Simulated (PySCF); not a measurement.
# Relaxation of doublet TeS₃⁻

All numbers come from UPBE0/[Te def2-SVPD with ECP28, S def2-SVPD], scalar-relativistic core potentials, density fitting, no spin–orbit coupling, PySCF. A (50,194) grid was used.

A hand-made T-shaped start, of C2v symmetry, held to at least that symmetry:

```xyz
4
charge -1 multiplicity 2, angstrom
Te    0.0000    0.0000   -0.3363
S     0.0000    0.0000    1.8837
S     2.2186    0.0000   -0.2588
S    -2.2186    0.0000   -0.2588
```

(1) What forces act on the atoms at the start (eV/Å)?

(2) What does it relax to?

(3) How much energy is released, and in how many steps?

Results:

(1) 
| atom | Fx | Fy | Fz |
| --- | --- | --- | --- |
| Te1 | 0.00 | 0.00 | 0.20 |
| S2 | 0.00 | 0.00 | 2.81 |
| S3 | 3.86 | 0.00 | -1.51 |
| S4 | -3.86 | 0.00 | -1.51 |

(2) It ends at D3h with Te–S 2.355 Å (×3); S–Te–S 120.0° (×3) (after a last refinement on a finer grid). No frequency check is given, so it may be a saddle point. Other isomers or separated fragments may lie lower.

(3) 171.8 kJ/mol in 11 steps.

No spin–orbit coupling is included, which matters more the heavier the element.
